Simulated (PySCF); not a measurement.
An unknown is described by computed data only.

Formula: C6H16Si.

| Property | Result |
| --- | --- |
| Rotational structure | rotational constants A, B, C: 1.744, 1.731, 0.934 GHz [PBE0-D3(BJ)/def2-SVP] |
| 1H NMR | chemical shifts (computed TMS as zero) by class: 3.74 (1 H), 1.03 (9 H), 0.58 (6 H) ppm [GIAO KT3/pcSseg-1] |
| Valence photoelectron | vertical ionisation energy: 9.57 eV [ΔSCF B3LYP/def2-SVPD] |
| Triplet | lowest triplet excitation (Tamm–Dancoff): 7.11 eV [TDA B3LYP/def2-SVPD] |
| Polarisability | 102.6 au [B3LYP/def2-SVPD] |
| UV, first state | lowest singlet excitation: 7.25 eV (171 nm, f = 0.010 summed over 2 states within 0.01 eV) [TDDFT B3LYP/def2-SVPD] |
| 13C NMR | chemical shifts (computed TMS as zero) by class: 11.7 (3 C), 7.8 (3 C) ppm [GIAO KT3/pcSseg-1] |
| Dipole | 0.64 D [B3LYP/def2-SVPD] |
| UV, strongest line | among the 10 lowest singlet transitions: S8/S9 at 8.01 eV (155 nm, f = 0.067 summed over these states) [TDDFT B3LYP/def2-SVPD] |

Electronic properties: PySCF, gas phase, density fitting. Levels stand in brackets. One conformer (not necessarily the lowest) at the PBE0-D3(BJ)/def2-SVP geometry, without solvent, vibrations or thermal averaging. NMR values are class means; diastereotopic atoms form classes of their own.

Q: Give a SMILES that accounts for the data.

A: Numbering: `[CH3:1][CH2:2][SiH:3]([CH2:4][CH3:5])[CH2:6][CH3:7]`. Its formula, C6H16Si, gives 0 degrees of unsaturation, so no ring and no π bond. 6 carbons fall into 2 classes; from least to most shielded: methyl carbon [C1/C5/C7] (11.7 ppm, 3 C), sp3 carbon bound to silicon [C2/C4/C6] (7.8 ppm, 3 C). Hydrogen classes from least to most shielded: 1 H on an SiH silicon, Si3 (3.74 ppm), 9 H on 3 methyl carbons, C1/C5/C7 (1.03 ppm), 6 H on 3 like atoms (sp3 carbon bound to silicon), C2/C4/C6 (0.58 ppm, a mean of values up to 0.6 ppm apart in this geometry). By its constants the optimised geometry is a nearly oblate symmetric top. Structure: triethylsilane, `CC[SiH](CC)CC`. The assignments are read from this structure; whether some other isomer fits the data as well wasn't checked.

Conformer computed: `[CH3:1][CH2:2][SiH:3]([CH2:4][CH3:5])[CH2:6][CH3:7]`: C1–C2–Si3–C4 -58°, C2–Si3–C4–C5 -178°, C2–Si3–C6–C7 -56°.
